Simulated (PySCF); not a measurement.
## State search for RbHg

Unrestricted PBE0; Rb def2-SVP with ECP28, Hg def2-SVP with ECP60; scalar-relativistic core potentials (PySCF 2.14). Outer shells of the fragments: Rb 5s1; Hg 5d10 6s2.

Followed along the bond (rough minima from three points):

```json
{"2Ms+1": "2", "unpaired": "σ ↑", "⟨S²⟩ at the start": "0.75", "R at minimum (Å)": "4.28", "Te (eV)": "0.00"}
{"2Ms+1": "2", "unpaired": "π ↑", "⟨S²⟩ at the start": "0.75", "R at minimum (Å)": "3.40", "Te (eV)": "1.06"}
{"2Ms+1": "4", "unpaired": "σ ↑↑, π ↑", "⟨S²⟩ at the start": "3.75", "R at minimum (Å)": "3.88", "Te (eV)": "5.05"}
```

Solutions found at the starting distance of 3.435 Å, counted from the lowest of them; the search is not exhaustive and high or unbound solutions are not listed, so other states can lie among these:

```tsv
2Ms+1	unpaired	term	E (eV)	⟨S²⟩	⟨Lz²⟩	μ (D)
2	σ ↑	²Σ⁺	0.00	0.75	0.00	0.38
2	π ↑	²Π	0.96	0.75	1.00	-6.49
2	δ ↑	²Δ	2.24	0.75	4.00	1.19
4	σ ↑↑, π ↑	⁴Π	5.02	3.75	1.01	-4.50
4	σ ↑, π ↑↑	⁴Σ⁻	5.69	3.75	0.00	-10.05
4	σ ↑↑↑	⁴Σ⁺	5.79	3.75	0.00	3.14
```

A term symbol is given only where ⟨S²⟩ and ⟨Lz²⟩ are close to those of a pure state; real π, δ and φ orbitals otherwise mix terms. A positive dipole means Rb(−)Hg(+).

Task: Compare the gap between the two lowest followed solutions at the starting distance with the gap between their minima.

Result: At PBE0 the second solution (doublet, unpaired electrons π ↑) lies +0.96 eV from the first (doublet, unpaired electrons σ ↑) at 3.435 Å and +1.06 eV at the minima; the two curves relax by different amounts, since their minima lie near 3.40 and 4.28 Å.

Spin–orbit coupling is left out. Counting both spins, an empty level lies below a filled one in some of these solutions, because spin and occupation are held.
